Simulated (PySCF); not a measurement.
Zr (zirconium, neutral): r2SCAN0 calculation

Configuration: [Kr] 4d2 5s2, high-spin 3F determinant. Calculation: PySCF 2.14, in dyall-av2z (22s15p11d2f, 136 functions); the non-relativistic Hamiltonian (point nucleus).

```
Total energy                                                  : -3540.93 hartree
One-electron energy                                           : -4893.17 hartree
Hartree (Coulomb) energy                                      : 1464.75 hartree
Exchange-correlation energy                                   : -112.50 hartree
Kinetic energy                                                : 3539.16554 hartree
⟨S²⟩                                                          : 2.0145
⟨L²⟩                                                          : 12.016
Sum of ⟨r⟩                                                    : 32.46 bohr
Sum of ⟨r²⟩                                                   : 68.03 bohr²
Traceless quadrupole moment −½Σ⟨3z² − r²⟩ along its main axis : 0.00584 e·bohr²
Density at the nucleus (Gaussians lack the cusp)              : 44300 bohr⁻³
Spin density at the nucleus                                   : 0.431 bohr⁻³
Langevin diamagnetic susceptibility                           : -53.9 ×10⁻⁶ cm³/mol
Time after the integrals                                      : roughly 14 core-seconds
```

```tsv
shell	electrons	mean orbital energy (eV)	spread (eV)	rms radius, mean of both spins (bohr)
1s β	1	-17521.7	0	0.0441
1s α	1	-17521.7	0	0.0441
2s α	1	-2416.7	0	0.181
2s β	1	-2416.4	0	0.181
2p α	3	-2211.1	0	0.159
2p β	3	-2210.9	0	0.159
3s α	1	-406.26	0	0.501
3s β	1	-406.17	0	0.501
3p α	3	-328.15	0	0.503
3p β	3	-328.03	0.000	0.503
3d α	5	-186.60	0.259	0.496
3d β	5	-186.35	0.163	0.496
4s α	1	-57.467	0	1.32
4s β	1	-56.215	0	1.32
4p α	3	-35.830	0.000	1.48
4p β	3	-34.238	0	1.48
4d α	2	-6.301	0.005	2.39
5s α	1	-5.114	0	4.20
5s β	1	-4.469	0	4.20
```

A non-relativistic calculation at this Z misses sizeable relativistic shifts.
